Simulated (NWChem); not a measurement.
System: SiIBr, singlet; SMILES [Si](I)Br

All runs: NWChem. Low-valent species are run as closed-shell singlets; no triplet was tried in these runs. The geometry was optimised at PBE-D3(BJ)/def2-SVP. def2 effective core potentials on I; no spin-orbit coupling. Level B3LYP/def2-SVP: energy and gradient on several grids; changes count from the extra-fine grid, which is no exact limit either.

```
grid     size of the energy change (μHa)  largest change of a gradient component (μHa/bohr)
-------  -------------------------------  -------------------------------------------------
xcoarse                               10                                                 80
coarse                              < 10                                               < 30
medium                              < 10                                               < 30
fine                                < 10                                               < 30
xfine                               < 10                                               < 30
```
